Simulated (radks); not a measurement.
Q: Numerical settings for the boron ion B+, [He] 2s2. Method: non-relativistic Kohn-Sham, PBEsol, spin-unpolarised, spherical densities, point nucleus; computed with a radial shooting solver on a logarithmic mesh with Libxc functionals. The defaults (mesh step 0.008 in ln r, mesh end at 40 bohr or more with all orbitals vanishing there, Anderson mixing 0.5 over 9 steps, residual threshold near 1e-9 with the energy settled to 1e-9 hartree or 1e-11 of itself, here a cap of 99 iterations) give E = -24.1630 hartree and 2s at -19.373 eV in 12 iterations. Run on one thread of a shared host, so times are rough (Arm Neoverse V1): 0.03 s of CPU time, 0.03 s wall, 12 iterations on 2476 mesh points. One setting is changed at a time: mesh step in ln r 0.08; mesh step in ln r 0.03; mesh step in ln r 0.2; mesh end (bohr) 5; mesh end (bohr) 8; residual threshold 1e-13; residual threshold 1e-16; mixing 0.05; linear mixing, mixing 0.2; linear mixing, mixing 0.05; mixing history 20; iteration cap 3. Which runs fail to converge, and which converge to a wrong energy?

A: Not converged within the cap: mesh step in ln r 0.2; residual threshold 1e-13; residual threshold 1e-16; linear mixing, mixing 0.05; iteration cap 3. Settings that end as converged yet miss the energy by more than 1 mhartree: mesh end (bohr) 5 (+0.00607 hartree).
